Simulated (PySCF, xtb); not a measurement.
FH5N3Nb, SMILES [NH]=[Nb]([NH2])([NH2])[F], multiplicity 1.

GFN2-xTB (xtb) at its own geometry gives an orbital gap of 3.61 eV and a dipole moment of 4.07 D.

Geometry optimised at B3LYP-D3(BJ)/def2-SVP. The spin state was assumed, not searched. The structure was generated by enumeration; whether it is a known compound was not checked. The def2 effective core potentials stand for the cores of Nb; spin–orbit coupling is left out. The values are those of a single conformer.

Task: What does B3LYP/def2-TZVP (PySCF) give? (An estimate is asked for; the answer gives what the named calculation found.)

Result: gap 6.24 eV (levels -7.14 and -0.90 eV), dipole 2.55 D.
